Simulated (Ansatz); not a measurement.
Reaction (ligand exchange at a Ge–C bond): `N#[C][GeH]([F])[F]` + silanol → `[F][GeH]([F])[O][SiH3]` + `C#N`

Gas-phase electronic energies from Ansatz, PBE0-D4/def2-TZVP geometries. CBS: MP2 limit from def2 TZ/QZ plus the TZ coupled-cluster correction, frozen cores. This one scheme is used for every species. Functionals use def2-TZVPP. B3LYP here is the variant with VWN-RPA as its local correlation; programs differ in this. HSE06 is defined as in plane-wave codes. For Ge outer-core shells are correlated without core-valence functions, which leaves a few kJ/mol of doubt a bond. Scalar relativity is left out up to krypton. One conformer a species, not always the lowest.

Q: Is it downhill or uphill in electronic energy at CCSD(T)/CBS, and by how much? (Best estimate.)

A: Computed: Downhill: ΔE = -14.1 kcal/mol.

Q: What do these levels give: LDA (SPW92), revPBE-D4, B3LYP-D4, HSE06-D4, BLYP, BHLYP, HF/def2-SVP, CCSD(T)/def2-TZVPP, HF/def2-QZVPP, HF/CBS(def2), MP2/CBS(def2), CCSD/CBS(def2)? (Estimate.)

A: Computed: LDA (SPW92) -12.1, revPBE-D4 -11.5, B3LYP-D4 -13.9, HSE06-D4 -12.4, BLYP -12.1, BHLYP -14.3, HF/def2-SVP -17.0, CCSD(T)/def2-TZVPP -13.6, HF/def2-QZVPP -16.3, HF/CBS(def2) -16.4, MP2/CBS(def2) -14.0, CCSD/CBS(def2) -14.4 kcal/mol.

Largest T1 diagnostic among the species: 0.014.

At CCSD(T), def2-SVP lies −2.0 kcal/mol from the extrapolated value and def2-TZVPP +0.5 kcal/mol. The D4 term adds −1.0 kcal/mol with B3LYP and −0.6 kcal/mol with PBE0; it sums over pairs of atoms, weighted by their polarisabilities, and B3LYP, whose exchange is more repulsive, gets the larger term.
